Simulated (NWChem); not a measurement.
Molecule: CH4BI; SMILES CBI

All runs: NWChem. Coordinates come from a PBE0/def2-SVP optimisation. def2 effective core potentials on I; no spin-orbit coupling. Ions are spin-unrestricted doublets at the neutral geometry. Hybrids' shares of exact exchange are those that their runs print; pure functionals count as 0. The functionals differ in more than this share.

```csv
row,share of exact exchange,ΔSCF ionisation energy minus −ε(HOMO) (eV)
PBE/def2-SVPD,0.00,3.23
r2SCAN/def2-SVPD,0.00,3.08
B3LYP/def2-SVPD,0.20,withheld
BHandHLYP/def2-SVPD,0.50,1.29
M06-2X/def2-SVPD,0.54,1.09
```

Task: Fit a straight line of the last column on the one before it, predict the withheld value, and compare with the run.

Result: 
1. Means of the 4 shown rows: x = 0.260, y = 2.173. Slope Σ(x − x̄)(y − ȳ)/Σ(x − x̄)² = -1.026/0.2712 = -3.782; intercept 3.156.
2. The shown rows scatter about the line by 0.056 (root mean square); the largest residual is -0.08, at r2SCAN/def2-SVPD.
3. At x = 0.20 (B3LYP/def2-SVPD; inside the shown range) the line gives 2.40.
4. The run gives 2.53, +0.13 from the line, 2.3 times the scatter. The line crosses zero at a share of 0.83, outside the shown range.
